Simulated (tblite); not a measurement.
Record of a relaxation.

Compound: C₃H₆BF₃Si.
Numbering: `[F:1][B:2]([F:3])[C@@H:4]1[CH2:5][CH2:6][Si@H:7]1[F:8]` (hydrogens: H9 on C4; H10, H11 on C5; H12, H13 on C6; H14 on Si7)

Computed with GFN2-xTB (tblite), gas phase: L-BFGS steps from a force-field or distance-geometry start until the largest atomic force falls under 0.01 eV/Å. 12 of its 93 geometries are shown.

Step 0: E = -727.6775 eV, largest atomic force 4.110 eV/Å
```
atom  x, y, z in Å  |  force x, y, z in eV/Å
F1      3.210   -0.176    0.240   -2.645  -0.168  -2.151
B2      1.950   -0.240   -0.516    2.607   0.855  -0.378
F3      2.072   -0.115   -1.930   -0.129  -0.416   3.210
C4      0.617   -0.147    0.299    3.627  -1.864   0.514
C5     -0.491   -1.093   -0.103   -0.891  -0.533   0.457
C6     -1.584   -0.092    0.190   -2.093   0.718   0.192
Si7    -0.409    1.364    0.089   -0.635   2.035   0.950
F8     -0.427    2.336    1.460    0.114  -0.691  -1.331
H9      0.835   -0.320    1.393   -0.018   0.267  -0.952
H10    -0.525   -1.364   -1.169    0.365  -0.153   0.589
H11    -0.589   -1.958    0.588    0.327   0.185  -0.911
H12    -2.337   -0.037   -0.605   -0.488  -0.435   0.779
H13    -1.973   -0.196    1.236   -0.223  -0.091  -1.167
H14    -0.348    2.037   -1.194    0.083   0.291   0.201
```

Step 8: E = -728.7635 eV, largest atomic force 0.271 eV/Å
```
atom  x, y, z in Å  |  force x, y, z in eV/Å
F1      3.220   -0.165    0.097    0.024   0.026   0.063
B2      2.029   -0.210   -0.475   -0.194  -0.010  -0.023
F3      2.095   -0.155   -1.797   -0.070  -0.072  -0.054
C4      0.696   -0.191    0.322    0.168  -0.113  -0.091
C5     -0.524   -1.074   -0.078    0.172   0.007   0.002
C6     -1.664   -0.062    0.172    0.030  -0.020  -0.001
Si7    -0.406    1.361    0.096   -0.234  -0.133  -0.035
F8     -0.395    2.352    1.365    0.054   0.167   0.020
H9      0.911   -0.328    1.383   -0.040  -0.016   0.052
H10    -0.474   -1.369   -1.125    0.029   0.111  -0.033
H11    -0.580   -1.981    0.516   -0.079  -0.037   0.071
H12    -2.492   -0.101   -0.530    0.055  -0.065  -0.117
H13    -2.095   -0.201    1.161    0.013   0.004   0.091
H14    -0.323    2.123   -1.130    0.071   0.151   0.054
```

Step 17: E = -728.7912 eV, largest atomic force 0.120 eV/Å
```
atom  x, y, z in Å  |  force x, y, z in eV/Å
F1      3.205   -0.141    0.084    0.029   0.035  -0.013
B2      2.010   -0.216   -0.480   -0.072  -0.004   0.020
F3      2.057   -0.208   -1.805   -0.049  -0.062   0.005
C4      0.694   -0.194    0.336    0.043  -0.068  -0.010
C5     -0.516   -1.081   -0.072    0.119   0.014  -0.005
C6     -1.666   -0.079    0.170    0.030  -0.029  -0.028
Si7    -0.420    1.358    0.101   -0.049  -0.010   0.009
F8     -0.373    2.403    1.329   -0.008   0.025   0.079
H9      0.911   -0.331    1.397   -0.017   0.017   0.013
H10    -0.449   -1.341   -1.127   -0.012  -0.022   0.018
H11    -0.590   -1.998    0.511    0.015   0.031  -0.025
H12    -2.472   -0.151   -0.554   -0.031   0.053  -0.023
H13    -2.102   -0.215    1.159   -0.010   0.007  -0.003
H14    -0.290    2.194   -1.073    0.012   0.011  -0.037
```

Step 25: E = -728.8032 eV, largest atomic force 0.096 eV/Å
```
atom  x, y, z in Å  |  force x, y, z in eV/Å
F1      3.208   -0.069    0.027    0.001   0.040  -0.013
B2      1.992   -0.222   -0.471   -0.022  -0.010  -0.050
F3      1.969   -0.337   -1.792    0.065  -0.032  -0.048
C4      0.693   -0.184    0.360    0.045  -0.064   0.007
C5     -0.495   -1.079   -0.078   -0.008   0.026   0.017
C6     -1.656   -0.085    0.147   -0.026   0.090   0.022
Si7    -0.424    1.366    0.124    0.028   0.001  -0.011
F8     -0.382    2.408    1.359   -0.032  -0.027   0.052
H9      0.896   -0.319    1.423    0.013  -0.004   0.047
H10    -0.411   -1.346   -1.129    0.021   0.043   0.001
H11    -0.566   -1.998    0.501   -0.049   0.008   0.025
H12    -2.456   -0.127   -0.585    0.016  -0.054  -0.043
H13    -2.106   -0.228    1.128   -0.044  -0.021   0.030
H14    -0.263    2.218   -1.035   -0.009   0.004  -0.036
```

Step 33: E = -728.8133 eV, largest atomic force 0.083 eV/Å
```
atom  x, y, z in Å  |  force x, y, z in eV/Å
F1      3.203    0.025   -0.043    0.001   0.024   0.022
B2      1.984   -0.237   -0.484   -0.005   0.033  -0.014
F3      1.939   -0.467   -1.791    0.018  -0.016   0.023
C4      0.704   -0.184    0.380    0.009  -0.030  -0.032
C5     -0.488   -1.066   -0.066   -0.025  -0.023  -0.010
C6     -1.651   -0.074    0.136   -0.026   0.079   0.006
Si7    -0.412    1.371    0.143   -0.023  -0.006  -0.004
F8     -0.413    2.376    1.409   -0.003   0.001   0.009
H9      0.906   -0.315    1.444    0.054   0.008  -0.017
H10    -0.379   -1.321   -1.117   -0.035  -0.047  -0.038
H11    -0.586   -1.985    0.505    0.019  -0.052   0.040
H12    -2.426   -0.121   -0.623    0.013  -0.003  -0.046
H13    -2.137   -0.231    1.098   -0.001   0.026   0.028
H14    -0.246    2.228   -1.014    0.004   0.007   0.033
```

Step 42: E = -728.8217 eV, largest atomic force 0.119 eV/Å
```
atom  x, y, z in Å  |  force x, y, z in eV/Å
F1      3.178    0.139   -0.079   -0.019   0.008  -0.046
B2      1.982   -0.235   -0.508   -0.016  -0.029   0.002
F3      1.960   -0.583   -1.788    0.038   0.031   0.047
C4      0.709   -0.193    0.367    0.007  -0.038  -0.038
C5     -0.496   -1.073   -0.053    0.016  -0.027  -0.015
C6     -1.652   -0.067    0.122    0.015   0.118   0.006
Si7    -0.403    1.367    0.164   -0.061   0.045  -0.034
F8     -0.439    2.340    1.453    0.021  -0.001   0.027
H9      0.952   -0.319    1.424   -0.036  -0.012  -0.007
H10    -0.404   -1.359   -1.098    0.037  -0.021  -0.054
H11    -0.593   -1.981    0.535   -0.024  -0.035   0.099
H12    -2.397   -0.101   -0.669    0.010  -0.015   0.019
H13    -2.174   -0.199    1.069    0.000  -0.052  -0.006
H14    -0.225    2.261   -0.961    0.012   0.026  -0.001
```

Step 50: E = -728.8268 eV, largest atomic force 0.054 eV/Å
```
atom  x, y, z in Å  |  force x, y, z in eV/Å
F1      3.153    0.225   -0.121    0.006   0.003  -0.002
B2      1.980   -0.239   -0.522   -0.024   0.007  -0.004
F3      1.982   -0.657   -1.780    0.003   0.005  -0.005
C4      0.707   -0.199    0.353    0.019  -0.009   0.005
C5     -0.501   -1.082   -0.048    0.022   0.007   0.001
C6     -1.649   -0.059    0.108    0.001   0.053  -0.009
Si7    -0.397    1.373    0.172   -0.030  -0.003  -0.017
F8     -0.443    2.311    1.488    0.023  -0.020   0.000
H9      0.954   -0.325    1.408    0.000   0.012   0.025
H10    -0.406   -1.403   -1.083   -0.006  -0.014  -0.008
H11    -0.606   -1.966    0.578   -0.020  -0.008   0.010
H12    -2.381   -0.084   -0.695    0.003  -0.019  -0.014
H13    -2.192   -0.199    1.042    0.009  -0.003   0.000
H14    -0.202    2.304   -0.922   -0.005  -0.011   0.019
```

Step 59: E = -728.8279 eV, largest atomic force 0.027 eV/Å
```
atom  x, y, z in Å  |  force x, y, z in eV/Å
F1      3.140    0.263   -0.145    0.001   0.000   0.004
B2      1.974   -0.238   -0.528    0.005   0.001  -0.001
F3      1.983   -0.685   -1.776   -0.014   0.008   0.005
C4      0.707   -0.202    0.354    0.011  -0.009  -0.008
C5     -0.502   -1.085   -0.042    0.010   0.004   0.009
C6     -1.648   -0.057    0.094   -0.003   0.025   0.011
Si7    -0.394    1.372    0.174   -0.014   0.010  -0.013
F8     -0.427    2.285    1.507    0.003  -0.007   0.000
H9      0.957   -0.317    1.410   -0.001  -0.013  -0.011
H10    -0.405   -1.422   -1.073    0.009  -0.008   0.009
H11    -0.618   -1.958    0.597   -0.003  -0.009  -0.001
H12    -2.372   -0.086   -0.716    0.015  -0.002  -0.006
H13    -2.199   -0.191    1.024   -0.018  -0.005   0.006
H14    -0.197    2.320   -0.902   -0.001   0.004  -0.004
```

Step 67: E = -728.8283 eV, largest atomic force 0.015 eV/Å
```
atom  x, y, z in Å  |  force x, y, z in eV/Å
F1      3.140    0.260   -0.142   -0.004  -0.005  -0.005
B2      1.973   -0.235   -0.528    0.008  -0.003  -0.004
F3      1.977   -0.670   -1.781   -0.005   0.008   0.005
C4      0.707   -0.203    0.355    0.008  -0.012  -0.004
C5     -0.503   -1.087   -0.038    0.005  -0.002   0.006
C6     -1.648   -0.057    0.093    0.000   0.013  -0.004
Si7    -0.393    1.371    0.170   -0.002   0.003   0.004
F8     -0.415    2.277    1.508   -0.006   0.010   0.001
H9      0.957   -0.317    1.411    0.003   0.001  -0.005
H10    -0.404   -1.429   -1.067   -0.002   0.003   0.003
H11    -0.619   -1.958    0.603   -0.003  -0.002   0.010
H12    -2.367   -0.088   -0.722   -0.001  -0.001  -0.006
H13    -2.205   -0.187    1.020   -0.001  -0.008  -0.008
H14    -0.201    2.323   -0.905   -0.001  -0.007   0.008
```

Step 75: E = -728.8288 eV, largest atomic force 0.027 eV/Å
```
atom  x, y, z in Å  |  force x, y, z in eV/Å
F1      3.139    0.261   -0.153   -0.008  -0.015  -0.005
B2      1.970   -0.233   -0.534   -0.019   0.017  -0.010
F3      1.961   -0.651   -1.792    0.006  -0.002   0.005
C4      0.710   -0.207    0.358    0.004   0.019   0.002
C5     -0.503   -1.091   -0.027    0.017  -0.007   0.002
C6     -1.646   -0.056    0.085    0.000   0.001  -0.001
Si7    -0.390    1.369    0.178    0.010   0.002  -0.001
F8     -0.410    2.275    1.516   -0.008   0.000   0.007
H9      0.968   -0.321    1.412    0.000  -0.007   0.003
H10    -0.403   -1.451   -1.049    0.009  -0.002  -0.010
H11    -0.625   -1.949    0.629   -0.002  -0.014   0.012
H12    -2.345   -0.083   -0.746   -0.009   0.001  -0.007
H13    -2.225   -0.189    0.998   -0.008   0.005   0.008
H14    -0.202    2.324   -0.894    0.009   0.003  -0.004
```

Step 84: E = -728.8292 eV, largest atomic force 0.015 eV/Å
```
atom  x, y, z in Å  |  force x, y, z in eV/Å
F1      3.134    0.269   -0.175    0.005  -0.001   0.000
B2      1.962   -0.229   -0.542   -0.008  -0.007   0.004
F3      1.945   -0.655   -1.798   -0.004   0.003  -0.002
C4      0.712   -0.206    0.363    0.008   0.002  -0.004
C5     -0.501   -1.093   -0.017    0.015   0.000  -0.001
C6     -1.644   -0.055    0.075    0.000   0.011   0.001
Si7    -0.388    1.369    0.186    0.004   0.000  -0.006
F8     -0.416    2.267    1.529   -0.009  -0.002   0.002
H9      0.981   -0.324    1.414   -0.002   0.004  -0.001
H10    -0.395   -1.467   -1.033    0.000  -0.004  -0.013
H11    -0.628   -1.942    0.650   -0.004  -0.004   0.009
H12    -2.328   -0.079   -0.769   -0.005  -0.007  -0.007
H13    -2.242   -0.186    0.976   -0.005   0.001   0.013
H14    -0.192    2.330   -0.880    0.005   0.003   0.004
```

Step 92: E = -728.8294 eV, largest atomic force 0.006 eV/Å
```
atom  x, y, z in Å  |  force x, y, z in eV/Å
F1      3.138    0.255   -0.181    0.002  -0.001  -0.001
B2      1.960   -0.228   -0.546    0.000  -0.004   0.002
F3      1.930   -0.639   -1.806    0.003   0.000  -0.004
C4      0.714   -0.205    0.365   -0.001   0.004   0.001
C5     -0.499   -1.093   -0.012   -0.002   0.000   0.003
C6     -1.643   -0.055    0.070   -0.001  -0.002  -0.002
Si7    -0.388    1.369    0.184   -0.001   0.001   0.001
F8     -0.434    2.260    1.532   -0.001  -0.001   0.000
H9      0.985   -0.320    1.415    0.001   0.000   0.000
H10    -0.392   -1.476   -1.025    0.000   0.000   0.006
H11    -0.628   -1.937    0.662    0.000  -0.004  -0.002
H12    -2.322   -0.085   -0.777   -0.001   0.004  -0.003
H13    -2.245   -0.181    0.969    0.005  -0.001   0.000
H14    -0.177    2.336   -0.874   -0.002   0.003  -0.001
```

**Question.** Summarise the path.

**Answer.** The energy falls by 111.15 kJ/mol from step 0 to step 92; nine tenths of that is first reached at step 6. It falls at every step. The largest force goes from 4.110 to 0.006 eV/Å. Among the bonds F1–B2 changes most, from 1.471 to 1.325 Å; the atoms move by 0.296 Å rms after alignment.

**Question.** Follow the three bonds and two angles with the largest change from start to end.

**Answer.** 
| step | E above end (kJ/mol) | largest force (eV/Å) | F1–B2 (Å) | B2–F3 (Å) | C4–Si7 (Å) | F8–Si7–H14 (°) | H12–C6–H13 (°) |
| --- | --- | --- | --- | --- | --- | --- | --- |
| 0 | 111.15 | 4.110 | 1.471 | 1.424 | 1.839 | 117.0 | 116.3 |
| 4 | 15.00 | 0.670 | 1.327 | 1.325 | 1.924 | 114.8 | 111.8 |
| 8 | 6.36 | 0.271 | 1.322 | 1.325 | 1.917 | 110.0 | 106.3 |
| 12 | 4.77 | 0.208 | 1.327 | 1.327 | 1.935 | 106.8 | 107.2 |
| 16 | 3.82 | 0.097 | 1.323 | 1.326 | 1.924 | 104.0 | 107.6 |
| 20 | 3.37 | 0.073 | 1.324 | 1.326 | 1.933 | 103.7 | 107.2 |
| 24 | 2.69 | 0.172 | 1.323 | 1.326 | 1.928 | 103.3 | 107.2 |
| 28 | 2.14 | 0.145 | 1.324 | 1.327 | 1.928 | 103.9 | 107.8 |
| 32 | 1.64 | 0.084 | 1.323 | 1.328 | 1.930 | 104.9 | 107.2 |
| 36 | 1.33 | 0.081 | 1.323 | 1.327 | 1.930 | 105.2 | 107.0 |
| 40 | 0.99 | 0.076 | 1.324 | 1.327 | 1.930 | 105.1 | 107.8 |
| 44 | 0.53 | 0.067 | 1.324 | 1.326 | 1.928 | 104.2 | 107.1 |
| 48 | 0.32 | 0.044 | 1.325 | 1.326 | 1.933 | 104.3 | 107.1 |
| 52 | 0.21 | 0.026 | 1.325 | 1.325 | 1.930 | 104.2 | 107.3 |
| 56 | 0.17 | 0.025 | 1.325 | 1.326 | 1.931 | 104.2 | 107.3 |
| 60 | 0.14 | 0.024 | 1.325 | 1.325 | 1.929 | 104.3 | 107.2 |
| 64 | 0.12 | 0.016 | 1.325 | 1.325 | 1.931 | 104.4 | 107.3 |
| 68 | 0.10 | 0.021 | 1.325 | 1.326 | 1.929 | 104.3 | 107.2 |
| 72 | 0.08 | 0.021 | 1.325 | 1.326 | 1.931 | 104.2 | 107.2 |
| 76 | 0.05 | 0.029 | 1.325 | 1.326 | 1.930 | 104.1 | 107.3 |
| 80 | 0.03 | 0.011 | 1.325 | 1.326 | 1.930 | 104.2 | 107.2 |
| 84 | 0.03 | 0.015 | 1.325 | 1.326 | 1.930 | 104.2 | 107.2 |
| 88 | 0.01 | 0.014 | 1.325 | 1.326 | 1.930 | 104.3 | 107.2 |
| 92 | 0.00 | 0.006 | 1.325 | 1.326 | 1.930 | 104.2 | 107.1 |

What follows is the cost of the whole relaxation. On an Arm Neoverse N1 with one thread, on a shared host, this took 0.9 s.
